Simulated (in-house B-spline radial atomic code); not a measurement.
How numerical settings move a run on the vanadium ion V⁺, [Ar] 3d4. Computed with an all-electron radial atomic-structure program (B-spline basis): non-relativistic r2SCAN0, spherical fractional occupations, point nucleus.

Command:
```bash
python run_scf.py task.json out
```
Settings of the sound reference run:
```
Z                23
electrons        22
configuration    [Ar] 3d4
hamiltonian      nr
method           r2scan0
spin_polarised   False
knot_spacing     0.22
spline_order     8
gauss_points     12
box_radius       35.29
max_iterations   70
damping          0.5
damped_steps     3
diis_vectors     10
tolerance        1e-08
start            Thomas-Fermi
```

Cost of the run: 0.23 s on 1 thread of Arm Neoverse V1, with other jobs on the host.

It converges in 8 iterations to -943.306380 hartree, with 3d at -8.78411 eV. The other runs change the listed settings, some to values that make no sense; their results aren't properties of the atom or ion. Radii are in bohr (the nuclear one in fm), a minus after a letter asks for a j subshell, and «unchanged» means within 1e-8 hartree. The run stops when the residual is below 10 × tolerance × max(1, Z/10), or a noise floor if that is larger, and the energy moves by less than 1e-8 × √|E| hartree; so very loose and very tight tolerances often act alike.

| changed settings | outcome |
| --- | --- |
| box_radius = 3.53 | converged in 9 iterations, energy +1.88e-01 hartree from the reference, 3d level +5.0e+00 eV (the program warns: 3d reaches the box edge; 3s reaches the box edge) |
| spline_order = 10 | converged in 8 iterations, energy +8.65e-06 hartree from the reference, 3d level -1.6e-05 eV |
| knot_spacing = 0.75, max_iterations = 60, damping = 0.95, diis_vectors = 20, tolerance = 0.0001 | converged in 7 iterations, energy +6.55e-01 hartree from the reference, 3d level -9.0e-02 eV (the program warns: 3s reaches the box edge) |
| spline_order = 6 | converged in 8 iterations, energy +8.40e-06 hartree from the reference, 3d level +1.5e-05 eV |
| spline_order = 4 | converged in 8 iterations, energy +3.18e-04 hartree from the reference, 3d level -2.7e-05 eV |
| knot_spacing = 0.3 | converged in 8 iterations, energy +8.69e-05 hartree from the reference, 3d level -3.1e-05 eV |
| box_radius = 1.41 | converged in 8 iterations, energy +1.88e+01 hartree from the reference, 3d level +1.1e+02 eV (the program warns: 3d has a positive eigenvalue: unbound, held by the box; 3s has a positive eigenvalue: unbound, held by the box) |
| box_radius = 70.58, first_knot = 4.35e-06, max_iterations = 60, diis_vectors = 2, tolerance = 1e-13 | converged in 8 iterations, energy +7.06e-06 hartree from the reference, 3d level +7.2e-05 eV |
| spline_order = 7, first_knot = 4.35e-05, max_iterations = 75, damping = 0.2, damped_steps = 1 | converged in 7 iterations, energy +1.42e-05 hartree from the reference, 3d level -5.5e-05 eV |
| knot_spacing = 0.4 | converged in 8 iterations, energy +4.39e-04 hartree from the reference, 3d level +3.2e-05 eV |
| box_radius = 2.12 | converged in 8 iterations, energy +2.63e+00 hartree from the reference, 3d level +2.9e+01 eV (the program warns: 3d has a positive eigenvalue: unbound, held by the box; 3s reaches the box edge) |
| box_radius = 5.29 | converged in 8 iterations, energy +1.74e-02 hartree from the reference, 3d level +8.7e-01 eV (the program warns: 3d reaches the box edge; 3p reaches the box edge) |
| knot_spacing = 0.1 | converged in 8 iterations, energy -3.04e-05 hartree from the reference, 3d level +2.1e-05 eV |
| box_radius = 10.59 | converged in 8 iterations, energy +1.42e-05 hartree from the reference, 3d level +2.2e-03 eV (the program warns: 3d reaches the box edge) |
| knot_spacing = 0.1, spline_order = 5, max_iterations = 100, diis_vectors = 20, tolerance = 0.01 | converged in 8 iterations, energy -2.73e-05 hartree from the reference, 3d level +2.4e-05 eV |
| spline_order = 7 | converged in 8 iterations, energy +1.21e-05 hartree from the reference, 3d level -1.7e-05 eV |
| knot_spacing = 1 | converged in 9 iterations, energy +3.11e+00 hartree from the reference, 3d level -5.7e-01 eV (the program warns: 3s reaches the box edge; 3p reaches the box edge) |
| electrons = 25, configuration = [Ar] 3d4 4s3, max_iterations = 60 | stopped with error: shell 4s holds at most 2 electrons |
| first_knot = 0.0435, max_iterations = 100, damped_steps = 1, start = bare nucleus | converged in 8 iterations, energy +1.26e-05 hartree from the reference, 3d level -1.3e-05 eV |
| knot_spacing = 0.55 | converged in 8 iterations, energy +1.62e-02 hartree from the reference, 3d level +6.3e-04 eV |

(1) What happens with box_radius = 7.06?

(2) What happens with electrons = 23, configuration = [Ar] 3d4 4s-1, max_iterations = 75?

(3) What happens with knot_spacing = 2?

(4) What happens with box_radius = 141.16?

## Answers

(1) Converged in 8 iterations, energy +1.73e-03 hartree from the reference, 3d level +1.4e-01 eV (the program warns: 3d reaches the box edge).

(2) Stopped with error: j subshells need the Dirac Hamiltonian and l > 0.

(3) Converged in 9 iterations, energy +7.12e+01 hartree from the reference, 3d level -7.5e+00 eV (the program warns: 1s reaches the box edge; 2s reaches the box edge).

(4) Converged in 8 iterations, energy unchanged.
